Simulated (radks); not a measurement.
Ar13+, 5 electrons, occupied as 1s1 2s2 2p1 3p1 (not the ground configuration). Calculated with a radial shooting solver on a logarithmic mesh with Libxc functionals: scalar-relativistic Kohn-Sham, TASK exchange with Perdew-Wang LDA correlation, spin-polarised, spherical densities, finite nucleus; open shells are filled with parallel spins first; meta-GGA in the generalised Kohn-Sham scheme; Fermi nuclear charge, rms radius 3.4274 fm.

Normalised radial functions P(r) = r R(r), r in bohr:

```
   r/bohr * 3p up (the largest magnitude, 1.23, reaches the edge; | marks zero)
 0.009287                             *
  0.01153                             *
  0.01431                             |*
   0.0179                             |*
  0.02221                             |*
  0.02757                             | *
  0.03421                             | *
  0.04246                             |   *
  0.05312                             |    *
  0.06593                             |      *
  0.08183                             |        *
   0.1016                             |           *
   0.1271                             |             *
   0.1577                             |               *
   0.1957                             |               *
   0.2429                             |             *
   0.3039                             |       *
   0.3771                            *|
   0.4681                  *          |
   0.5809        *                    |
   0.7268  *                          |
    0.902   *                         |
    1.119          *                  |
    1.389                   *         |
    1.738                         *   |
    2.157                            *|
    2.677                             *
```

3p up: eigenvalue -311.08 eV, 1 radial node at r = 0.370 bohr, <r> = 0.823 bohr, 90 % of the charge inside 1.21 bohr.
